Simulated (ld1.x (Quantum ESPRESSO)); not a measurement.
## Which change was made? (Rh, TM semilocal)

rhodium, norm-conserving Troullier–Martins (semilocal form), made with ld1.x (Quantum ESPRESSO) 7.5 (LDA (PZ), scalar-relativistic). Core [Ar] 3d10, reference 4s2 4p6 4d8 5s1 5p0. Waves: 4s (bound): rc 1.30 bohr; 4p (bound): rc 1.75 bohr; 4d (bound): rc 1.60 bohr. Local part: the d channel. Core correction: none.

Occupied shells without a wave of their own: 5s. They enter only through the test configuration that unscreens the potential.

Cutoffs, loose and tight: the cutoffs (Ry, on a coarse ladder) from which the occupation-weighted sum of valence levels, in a spherical-Bessel basis at the reference potential, stays within 10 and 1 mRy of its value at 400 Ry. They do not see the model core or the augmentation charge, which bear on the density cutoff. Test errors are all-electron minus pseudo excitation energies from the reference, over the configurations 4s2 4p6 4d8 5s0 5p0; 4s2 4p6 4d7 5s0 5p0; 4s2 4p6 4d6 5s0 5p0; 4s2 4p6 4d7 5s1 5p1; 4s2 4p6 4d8 5s0 5p1; 4s1 4p6 4d8 5s1 5p0; 4s2 4p6 4d7 5s2 5p0 (two spin-polarised tests are not counted in the largest error); variants that change the core or the reference have their own tests. The largest error is taken over the tests solved by every variant that gives reliable tests at all, those not shown here included: 4s1 4p6 4d8 5s1 5p0; 4s2 4p6 4d6 5s0 5p0; 4s2 4p6 4d7 5s0 5p0; 4s2 4p6 4d7 5s2 5p0; 4s2 4p6 4d8 5s0 5p0; 4s2 4p6 4d8 5s0 5p1.

The base gives: outcome: generated, misses its reference levels by 0.38 eV; cutoff, loose: 90 Ry; cutoff, tight: 140 Ry; bound ghosts: none; largest test error (meV): -1044.

On the changes marked as counting shells twice: ld1.x takes every shell without a wave as core, so the model core holds the marked electrons as well and exchange and correlation see them twice. This cancels in the reference configuration, but the file is broken for other ones, and its errors say nothing about a proper core correction.

**Question.** After one change the result is: outcome: generated, misses its reference levels by 2.72 eV; cutoff, loose: 60 Ry; cutoff, tight: 80 Ry; bound ghosts: none; largest test error (meV): -7323. Which change was it?
A. functional PBE
B. core correction a·sin(br)/r model core inside 0.86 bohr (5s counted twice)
C. reference 4s2 4p6 4d9 5s0 5p0
D. all radii scaled by about 1.38 (s 1.80, p 2.42, d 2.22 bohr)
E. wave 4s (bound): rc 1.30 bohr becomes 4s (bound): rc 1.78 bohr

**Answer.** E. The others give: core correction a·sin(br)/r model core inside 0.86 bohr (5s counted twice) → outcome: generated, misses its reference levels by 0.38 eV; cutoff, loose: 90 Ry; cutoff, tight: 140 Ry; bound ghosts: none; largest test error (meV): -1500 | all radii scaled by about 1.38 (s 1.80, p 2.42, d 2.22 bohr) → outcome: generated, misses its reference levels by 3.09 eV; cutoff, loose: 45 Ry; cutoff, tight: 70 Ry; bound ghosts: none; largest test error (meV): -8415 | reference 4s2 4p6 4d9 5s0 5p0 → outcome: generated; cutoff, loose: 90 Ry; cutoff, tight: 140 Ry; bound ghosts: none; largest test error (meV): +932 | functional PBE → outcome: generated, misses its reference levels by 0.36 eV; cutoff, loose: 90 Ry; cutoff, tight: 160 Ry; bound ghosts: none; largest test error (meV): -1038.
